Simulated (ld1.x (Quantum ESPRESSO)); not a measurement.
## What one change does to a pseudopotential (antimony (Sb), PAW)

- Element: antimony
- Generator: ld1.x (Quantum ESPRESSO) 7.5
- Type: PAW
- Functional: PBE
- Relativity: scalar-relativistic
- Frozen core: [Ar] 3d10 4s2
- Valence charge: 21
- Reference configuration: 4p6 4d10 5s1.75 5p3.25
- Partial waves: 5s (bound): rcut 1.40, rcutus 1.80 bohr; 5s channel at 4.4 Ry: rcut 1.40, rcutus 1.80 bohr; 4p (bound): rcut 1.45, rcutus 1.65 bohr; 5p (bound): rcut 1.45, rcutus 1.65 bohr; 4d (bound): rcut 1.10, rcutus 1.50 bohr; 4d channel at -1.95 Ry: rcut 1.10, rcutus 1.50 bohr
- Local potential: all-electron potential smoothed inside 1.50 bohr (lloc = -2)
- Core correction: Bessel-smoothed model core, default radius (core density twice the valence density)
- Augmentation charge: BESSEL, radius 1.00 bohr

All-electron outer shells of the reference configuration (PBE, scalar-relativistic, ld1.x):

| shell | level (eV) | outermost node (bohr) | outermost maximum (bohr) |
| --- | --- | --- | --- |
| 3d | -516.24 | – | 0.24 |
| 4s | -149.21 | 0.39 | 0.73 |
| 4p | -102.16 | 0.39 | 0.76 |
| 4d | -33.86 | 0.38 | 0.84 |
| 5s | -13.04 | 0.95 | 1.90 |
| 5p | -4.98 | 1.04 | 2.32 |

Change: augmentation BG, radius 1.00 bohr.

Cutoffs: the cutoffs (Ry, on a coarse ladder) from which the occupation-weighted sum of valence levels, in a spherical-Bessel basis at the reference potential, stays within 10 and 1 mRy of its value at 400 Ry; they do not see the model core or the augmentation charge, which bear on the density cutoff. Errors are all-electron minus pseudo energies relative to the spin-unpolarised reference configuration.

**Question.** What does the change do?

**Answer.** The potential gets neither clearly harder nor softer (70 Ry and 110 Ry → 70 Ry and 110 Ry); of the 7 tests that both files solve, the error grows in 0 and shrinks in 5 by more than 15 % and 0.3 meV (median size 5.3 → 4.2 meV); neither file shows a bound ghost.

```csv
quantity,base,changed
"cutoff, loose",70 Ry,70 Ry
"cutoff, tight",110 Ry,110 Ry
bound ghosts,none,none
"error for 4p6 4d10 5s2 5p3, meV [ΔE -2.01 eV]",+0.3,+0.4
"error for 4p6 4d10 5s2 5p2, meV [ΔE 6.31 eV]",-1.5,-1.1
"error for 4p6 4d10 5s2 5p1, meV [ΔE 22.28 eV]",-5.3,-4.2
"error for 4p6 4d10 5s2 5p0, meV [ΔE 46.69 eV]",-11,-8.4
"error for 4p5 4d10 5s2 5p3, meV [ΔE 107.94 eV]",-92,-60
"error for 4p6 4d10 5s1 5p3, meV [ΔE 15.04 eV]",-2.5,-1.6
"error for 4p6 4d10 5s1 5p0, meV [ΔE 90.98 eV]",-20,-20
s: phases at 1.94 bohr within 0.05 rad from the reference energy up to (Ry; the scan ends near 5),to the end of the scan,to the end of the scan
p: phases at 1.94 bohr within 0.05 rad from the reference energy up to (Ry; the scan ends near 5),to the end of the scan,to the end of the scan
d: phases at 1.94 bohr within 0.05 rad from the reference energy up to (Ry; the scan ends near 5),to the end of the scan,to the end of the scan
lowest overlap eigenvalue by channel,"s 0.67, p 0.75, d 0.95","s 0.67, p 0.75, d 0.95"
```

Changed file: ld1.x warns that Blöchl-style (BG) augmentation functions are not a good idea.
